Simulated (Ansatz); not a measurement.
Geometry optimisation, Ansatz 0.2.0, RKS r2SCAN/def2-SVP.

Input file:

```yaml
crystal:
  periodic: [false, false, false]
  atoms:
    - { symbol: C, position_ang: [-1.089, 1.1403, -0.3407] }
    - { symbol: Si, position_ang: [0.4507, 0.2394, -0.2884] }
    - { symbol: O, position_ang: [0.9761, -0.1673, -1.818] }
    - { symbol: Si, position_ang: [0.2387, -1.6166, 1.0551] }
    - { symbol: I, position_ang: [2.1735, 1.7042, 0.6649] }
    - { symbol: H, position_ang: [-1.4665, 1.5089, 0.6439] }
    - { symbol: H, position_ang: [-1.0095, 2.0912, -0.9579] }
    - { symbol: H, position_ang: [-1.898, 0.5982, -0.8006] }
    - { symbol: H, position_ang: [1.61345, -0.89965, -1.82499] }
    - { symbol: H, position_ang: [-0.8779, -2.5188, 0.5103] }
    - { symbol: H, position_ang: [-0.2929, -1.2095, 2.4365] }
    - { symbol: H, position_ang: [1.4519, -2.3871, 1.2091] }
basis:
  gaussian: { orbitals: def2-SVP }
hamiltonian:
  xc: r2scan
relax:
  f_tol: 0.015
  max_steps: 40
output:
  orbitals: {}
```

Command:

```bash
$ ansatz run input.yaml --threads 2 --pin off --max-ram 3072MiB --backend cpu --events-out ev --progress --plain --runs-dir out
```

Problem. Where does it end, and by what steps?

Solution. It converged. After 6 steps the energy has fallen by 0.262 eV; H9 moved furthest, 0.20 Å.

```tsv
step	energy less start (eV)	largest force component (eV/Å)	accepted
0	0.0000	2.788	yes
1	-0.1776	1.190	yes
2	-0.1926	0.939	yes
3	-0.2445	0.277	yes
4	-0.2503	0.317	yes
5	-0.2610	0.062	yes
6	-0.2619	0.013	yes
```

```xyz
12
Properties=species:S:1:pos:R:3
C -1.141 1.233 -0.420
Si 0.400 0.204 -0.260
O 0.852 -0.208 -1.810
Si 0.200 -1.675 1.136
I 2.184 1.588 0.803
H -1.487 1.582 0.565
H -0.949 2.110 -1.057
H -1.942 0.634 -0.884
H 1.665 -0.721 -1.902
H -0.858 -2.605 0.627
H -0.156 -1.250 2.523
H 1.502 -2.409 1.167
```

The run took 26 s on 2 threads of Intel(R) Xeon(R) Platinum 8488C (Sapphire Rapids), with other jobs on the host, peak memory 0.22 GiB.
